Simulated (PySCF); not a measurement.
**Radial density of Pt (platinum, neutral)**

B3LYP, [Xe] 4f14 5d8 6s2, high-spin 3F determinant (an excited configuration). All numbers are calculated (PySCF 2.14, scalar relativity by spin-free X2C-1e, in x2c-TZVPPall with one added diffuse shell each of s, p, d, f type (12s8p8d4f1g, 113 functions)).

```
r (bohr)  4πr²ρ (e/bohr)  4πr²(ρα − ρβ)
  0.0135           107.6        -0.0003
  0.0227           94.85         0.0003
  0.0381           127.8         0.0118
  0.0641           137.4         0.0745
   0.108           116.5         0.1529
   0.181           118.7        -0.0009
   0.305           76.13         0.2474
   0.513           63.75         0.0311
   0.864           22.08         0.8104
    1.45           9.805         1.4399
    2.44           2.496         0.3651
    4.11          0.3985         0.0098
    6.91         0.01124        -0.0018
    11.6       1.688e-05         0.0000
```

Densities and radii are taken from the X2C orbitals without a picture-change correction, which distorts them close to the nucleus.

Spin-orbit coupling, absent here, splits the open shell strongly.
